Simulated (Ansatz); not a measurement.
C2H4S, SMILES `[CH2]S[CH2]` (excited triplet) (charge 0, multiplicity 3). This triplet is an excited state, 1.11 eV above the relaxed singlet at the level frozen-core CCSD(T)/cc-pVTZ // B3LYP-D3(BJ)/def2-TZVP (Ansatz, a program for electronic structure).

These are LC-ωPBE/cc-pVTZ // B3LYP-D3(BJ)/def2-TZVP run with Ansatz values and carry that method's errors.

Ansatz 0.2 input:
```yaml
crystal:
  periodic: [false, false, false]
  atoms:
    - { symbol: C, position_ang: [1.30598, 0.111979, -0.24295] }
    - { symbol: S, position_ang: [0.120583, -1.081403, 0.177744] }
    - { symbol: C, position_ang: [-1.307292, -0.100522, 0.251209] }
    - { symbol: H, position_ang: [1.18059, 1.130404, 0.098109] }
    - { symbol: H, position_ang: [2.286557, -0.255537, -0.507603] }
    - { symbol: H, position_ang: [-2.194685, -0.570734, 0.648812] }
    - { symbol: H, position_ang: [-1.391733, 0.765811, -0.390327] }
basis:
  gaussian: { orbitals: cc-pVTZ }
hamiltonian:
  xc: lc_wpbe
magnetization:
  spin_polarized: true
  initial_magnetization: 2
```

Output:

```
Functional definition: LC-wPBE
836 factors; their error is unknown
259 factors; integrals over basis functions are off by at most 2.1e-5 eV
mean field evaluation 1: about -12965.7770 eV, gradient 2.0e1 eV
mean field evaluation 2: about -12966.9585 eV, gradient 1.5e1 eV
mean field evaluation 4: about -12967.9403 eV, gradient 8.7e-1 eV
mean field evaluation 8: about -12967.9573 eV, gradient 4.4e-2 eV
mean field evaluation 16: about -12967.9328 eV, gradient 1.9e-4 eV
mean field -12967.93280440 eV, -476.5627405810 hartree, gradient 6.3e-5 eV, S^2 2.015005; 0 other end points of the search recorded, 0 dependent functions left out
reference -12967.93280440 eV, -476.5627405812 hartree; 17, 15 occupied and 133, 135 virtual orbitals, 836 factors
Total energy: -12967.93280440 eV, -476.5627405812 hartree
```
